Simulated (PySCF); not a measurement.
CH$_{3}$BFO (calculated)

Calculation on a computer-drawn molecule: the log of a Hartree-Fock and frozen-core CCSD(T) single point meant for a local Hartree-Fock minimum, with one planted fault or none, to be diagnosed. Offsets are logged minus clean, where the clean run is the same molecule without the fault. The reference is restricted for singlets and unrestricted otherwise, and also for a bond in bohr or an excited solution. Adding or removing an electron swaps singlet and doublet. The excited solution moves the top pair (singlet) or top alpha electron (doublet) to the lowest empty orbital. Highest occupied and lowest empty are orbital energies over both spins, largest force is the largest gradient component, triples share is (T) over the correlation energy, the T1 limit is 0.02 restricted and 0.045 unrestricted, electrons count all cores, a negative frequency is imaginary (commonest isotopes), and the dipole is about the centre of nuclear charge. Program: PySCF 2.14.0.

```xyz
7
formula=CH3BFO meant_charge=0 meant_multiplicity=2 meant_basis=cc-pVDZ logged_electrons=31 logged_basis_functions=71 logged_SCF_converged=yes logged_spin_squared=3.7638 logged_highest_occupied=-3.8197 logged_lowest_empty=-2.4444 logged_largest_force=0.16352 logged_T1_diagnostic=0.019421 logged_D1_diagnostic=0.091677 logged_triples_share=0.020831 logged_CC_converged=yes logged_dipole_magnitude=3.189 logged_SCF_stable_within_its_kind=yes logged_energy_HF=-238.3163 logged_energy_CCSD(T)=-238.88376 possible_faults=no_fault,one_electron_removed,one_electron_added,multiplicity_raised_by_two,geometry_at_a_saddle_point,SCF_held_on_an_excited_solution,minimal_basis_STO-3G,one_bond_length_entered_in_bohr,all_coordinates_scaled
O      1.0917    -0.5994    -0.3896
C      1.5429    -1.5510     0.4384
B      0.7820    -2.8266     0.7529
F      1.3115    -3.7218     1.5929
H      0.2449    -0.8409    -0.7396
H      2.5115    -1.2958     0.8511
H     -0.2929    -3.0636     0.2678
```

Units: logged_highest_occupied, logged_lowest_empty in eV; logged_largest_force in hartree/bohr; logged_dipole_magnitude in debye; logged_energy_HF, logged_energy_CCSD(T) in hartree.

Drawn bonds:
```csv
atom,other atom,order
1,2,1
2,3,1
3,4,1
1,5,1
2,6,1
3,7,1
```

Questions
1. Which fault was planted in the run of CH$_{3}$BFO?

Answers
1. multiplicity raised by two

Further results for CH$_{3}$BFO:

* HF energy offset from clean run: 198.5 kcal/mol
* CCSD(T) energy offset from clean run: 227.5 kcal/mol
